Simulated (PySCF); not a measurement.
Electron correlation in S⁻ (sulfur, charge -1)

[Ne] 3s2 3p5, 2P determinant. All numbers are calculated (PySCF 2.14, scalar relativity by spin-free X2C-1e, in x2c-QZVPPall with one added diffuse shell each of s, p, d, f type (10s7p5d3f1g, 86 functions)). Frozen: [Ne]; 7 electrons correlated.

MP2 pair energies summed by pair of shells (mhartree):

| pair | energy | share (%) |
| --- | --- | --- |
| 3p-3p | -99.75 | 58.9 |
| 3s-3p | -58.89 | 34.8 |
| 3s-3s | -10.74 | 6.3 |

Total MP2 correlation energy: -169.38 mhartree.

Same-spin part -37.72 and opposite-spin part -131.66 mhartree; SCS-MP2 scales them by 1/3 and 6/5 to -170.57 mhartree.
